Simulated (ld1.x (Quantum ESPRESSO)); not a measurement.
## revPBE TM dataset for Tc, scalar-relativistic all-electron reference.

* Element: Tc (Z = 43)
* Generator: ld1.x (Quantum ESPRESSO) 7.5
* Type: norm-conserving Troullier–Martins (Kleinman–Bylander form)
* Functional: revPBE
* Relativity: scalar-relativistic
* Frozen core: [Kr]
* Valence charge: 7
* Reference configuration: 4d5 5s1.5 5p0 (charge +0.5)
* Partial waves: 5p (bound, empty): rc 2.98 bohr; 4d (bound): rc 1.80 bohr; 5s (bound): rc 3.04 bohr
* Local potential: the s channel
* Core correction: a·sin(br)/r model core inside 1.45 bohr

Poles of the logarithmic derivatives, all-electron (AE) and pseudo (PS). s: poles at 0.4 (AE) and 0.3, 3.7 (PS) Ry. p: poles at 1.2 (AE) and 1.1 (PS) Ry. d: poles at -0.6, 2.9 (AE) and -0.6, 3.7 (PS) Ry. Test radius 3.30 bohr.

* Cutoffs needed: 45 Ry and 55 Ry (the cutoffs (Ry, on a coarse ladder) from which the occupation-weighted sum of valence levels, in a spherical-Bessel basis at the reference potential, stays within 10 and 1 mRy of its value at 400 Ry)
* Ghost test: no extra level below or beside the all-electron valence levels (p, d, s, f tested) (spherical-Bessel basis up to 400 Ry, 20 bohr box)
* Largest excitation error: -163 meV (all-electron minus pseudo) for 4d6 5s0 5p0, out of 7 test configurations
